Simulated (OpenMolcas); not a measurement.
## Re3+ in a point-charge field

Re3+ among 6 point charges of -1.7 e arranged as an octahedron (Oh), 1.94 Å from the ion.

- Program: OpenMolcas 26.06
- Method: CASSCF
- Basis: ANO-RCC-VDZP [7s6p4d2f1g]
- Scalar Hamiltonian: DKH2, point nucleus
- Active space: 4 electrons in 5 orbitals (5d)
- State averaging: 2S+1 = 5 even, 5 roots; 2S+1 = 3 even, 45 roots; 2S+1 = 1 even, 50 roots
- Spin-orbit coupling: state interaction with AMFI integrals over the reference wave functions

The lowest spin-free states (labels of O, the rotations of Oh), above the lowest:

| State | Degeneracy | E (cm-1) | Free-ion L (%) |
| --- | --- | --- | --- |
| 5E | 2 | 0.0 | D (100) |
| 3T1 | 3 | 1993 | H (41) |
| 1T2 | 3 | 10341 | G (52) |
| 1E | 2 | 11404 | I (60) |
| 3E | 2 | 15998 | H (87) |
| 5T2 | 3 | 16124 | D (100) |
| 3T1 | 3 | 16256 | H (46) |
| 3T2 | 3 | 17012 | F (55) |
| 1A1 | 1 | 17990 | G (42) |
| 3A1 | 1 | 18608 | G (100) |
| 3A2 | 1 | 19143 | F (100) |
| 3E | 2 | 22058 | D (51) |
| 1T2 | 3 | 23950 | I (61) |
| 1A2 | 1 | 23990 | I (92) |
| 1T1 | 3 | 25870 | G (45) |
| 3T1 | 3 | 27725 | G (39) |
| 1E | 2 | 28189 | D (50) |
| 3T2 | 3 | 29684 | D (34) |
| 3T1 | 3 | 33229 | H (45) |
| 3T2 | 3 | 34433 | H (50) |

The lowest levels with spin-orbit coupling:

| E (cm-1) | Degeneracy | Label | 2S+1 |
| --- | --- | --- | --- |
| 0.0 | 1 | A1 | 3 (57 %) |
| 3272 | 3 | T1 | 5 (55 %) |
| 5598 | 2 | E | 5 (70 %) |
| 6400 | 3 | T2 | 5 (69 %) |
| 7877 | 1 | A2 | 5 |
| 10266 | 3 | T2 | 3 (59 %) |
| 10991 | 1 | A1 | 5 (57 %) |
| 11326 | 2 | E | 3 (66 %) |
| 11484 | 3 | T1 | 3 (59 %) |
| 16335 | 3 | T2 | 1 (48 %) |
| 16981 | 2 | E | 1 (46 %) |
| 18439 | 1 | A1 | 3 (56 %) |
| 19357 | 3 | T1 | 3 (57 %) |
| 20513 | 3 | T1 | 3 (52 %) |
| 21134 | 3 | T2 | 5 (73 %) |
| 22524 | 2 | E | 5 (38 %) |
| 23154 | 3 | T2 | 5 (47 %) |
| 23319 | 3 | T1 | 3 (87 %) |
| 24106 | 3 | T2 | 3 (83 %) |
| 25562 | 3 | T1 | 3 (65 %) |

Powder χT (cm3 K/mol): 0.00129 at 2 K, 0.00647 at 10 K, 0.0323 at 50 K, 0.0647 at 100 K, 0.129 at 200 K, 0.194 at 300 K. The effective moment at 300 K is 2.828 √(χT) = 1.25 μB.

A least-squares ligand-field fit to the states below 45000 cm-1, each weighted by its degeneracy and with a free common offset, gives 10Dq = 16671 cm-1, B = 741 cm-1 and C = 3074 cm-1 (C/B = 4.15), with an rms deviation of 281 cm-1.

Spin-orbit coupling mixes the spin-free states strongly: the lowest level takes only 46 % from its leading state, 3T1, which lies 1993 cm-1 above the lowest spin-free state. Without dynamic correlation the repulsion within the d shell is too large (B by tens of per cent), so at a given field states of lower spin stand too high. This shell can be high or low spin here, a state of another spin lies low, and with metal d orbitals alone active their balance is uncertain, so the ground spin may be wrong. Point charges give a weaker field than real ligands, and real ions of this kind are as a rule low spin; the high spin found here belongs to the model. This field is weak: 10Dq is about 16671 cm-1, while octahedral complexes of 5d ions of charge 3 and more, computed by the same method with explicit ligands, had a median near 35000 cm-1. Ground spin and moment need not be those of a real site. This is an electrostatic model: the charges have no orbitals. No measured value stands beside these numbers.

The RASSCF and RASSI steps took 23 s on 1 thread of Arm Neoverse V2, with other jobs on the host; the integral step is not counted.
